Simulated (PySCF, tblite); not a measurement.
Isomers of C2H5FO3Si2, one GFN2-xTB conformer each. Single-point energies are computed at PBE0/pcSseg-1 (PySCF, gas phase, no added dispersion term), electronic only.

```csv
SMILES,GFN2-xTB relative energy (kJ/mol)
O=C[C@@H]1O[Si@@H](F)O[SiH2]1,0.0
O=CC(=O)[Si@@H](F)[SiH2]O,378.6
```

Conformers: `[O:1]=[CH:2][C@@H:3]1[O:4][Si@@H:5]([F:6])[O:7][SiH2:8]1` with O1–C2–C3–O4 24°, C2–C3–O4–Si5 -73°, C3–O4–Si5–F6 -140°, O4–Si5–O7–Si8 7°, Si5–O7–Si8–C3 9°; `[O:1]=[CH:2][C:3](=[O:4])[Si@@H:5]([F:6])[SiH2:7][OH:8]` with O1–C2–C3–O4 117°, C2–C3–Si5–F6 -44°, C3–Si5–Si7–O8 -13°, Si5–Si7–O8–H -35°.

Task: What does PBE0/pcSseg-1 give for the same structures?

Result: 
| SMILES | PBE0/pcSseg-1 E (Eh) | PBE0/pcSseg-1 (kJ/mol) | GFN2-xTB (kJ/mol) | point group |
| --- | --- | --- | --- | --- |
| O=C[C@@H]1O[Si@@H](F)O[SiH2]1 | -983.15114 | 0.0 | 0.0 | C1 |
| O=CC(=O)[Si@@H](F)[SiH2]O | -983.03894 | 294.6 | 378.6 | C1 |

Both levels put the same isomer lowest. As drawn, the higher has an O–H bond and an Si–Si bond, which the lower lacks.

Task: Which frontier levels, dipoles and rotational constants go with these structures?

Result: 
| SMILES | HOMO (eV, PBE0/pcSseg-1) | LUMO (eV) | dipole (D) | A, B, C (MHz) |
| --- | --- | --- | --- | --- |
| O=C[C@@H]1O[Si@@H](F)O[SiH2]1 | -7.81 | -1.15 | 3.73 | 2309, 1402, 1107 |
| O=CC(=O)[Si@@H](F)[SiH2]O | -7.36 | -3.14 | 1.37 | 1626, 1195, 985.5 |

Task: What happens when harmonic zero-point energies from GFN2-xTB frequencies are added?

Result: 
| SMILES | ZPE (kJ/mol) | electronic (kJ/mol) | with ZPE (kJ/mol) |
| --- | --- | --- | --- |
| O=C[C@@H]1O[Si@@H](F)O[SiH2]1 | 192.4 | 0.0 | 0.0 |
| O=CC(=O)[Si@@H](F)[SiH2]O | 177.7 | 294.6 | 279.8 |

The zero-point energies span 14.7 kJ/mol. The order is unchanged.
